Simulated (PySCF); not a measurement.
Spectrum to structure. Method: PySCF, TDDFT CAM-B3LYP/def2-SVPD, vertical, gas phase, core orbitals frozen in the response. Geometries: GFN2-xTB, one conformer each.

| state | E (eV) | f |
| --- | --- | --- |
| S1 | 4.68 | 0.0000 |
| S2 | 4.87 | 0.320 |
| S3 | 5.83 | 0.100 |
| S4 | 6.01 | 0.0003 |
| S5 | 6.39 | 0.033 |
| S6 | 6.78 | 0.0007 |
| S7 | 6.89 | 0.0008 |
| S8 | 7.02 | 0.226 |

Triplets computed (Tamm–Dancoff): 3.15, 4.26, 4.50 eV.

**Question.** Which candidate is it?
A. `O([C@@H](CF)OC)CF`
B. `O=C(Cl)c1cc(Cl)co1`
C. `COC(F)(CF)OC`

**Answer.** B. Its S1, at 4.68 eV, is the lowest among the candidates; the nearest of the others has S1 at 7.76 eV. S1 is HOMO-2→LUMO (88%). Löwdin shares by element: HOMO carbon 61% or more, chlorine 16% or more (atoms not listed hold the other 24%); LUMO carbon 47% or more, oxygen 19% or more (atoms not listed hold the other 34%). At the same level the other candidates give, for their lowest levels:
- `CO[C@H](CF)OCF`: 7.76 eV (f 0.006); 8.22 eV (f 0.009); 8.52 eV (f 0.058); 8.76 eV (f 0.021); 8.84 eV (f 0.005); T1 7.59 eV; HOMO -9.49, LUMO 1.30 eV
- `COC(F)(CF)OC`: 8.13 eV (f 0.002); 8.52 eV (f 0.009); 8.92 eV (f 0.007); 9.02 eV (f 0.021); 9.09 eV (f 0.017); T1 7.97 eV; HOMO -9.90, LUMO 1.23 eV

Shape of the structure used: `[O:1]=[C:2]([Cl:3])[c:4]1[cH:5][c:6]([Cl:7])[cH:8][o:9]1`: O1–C2–C4–C5 0°.
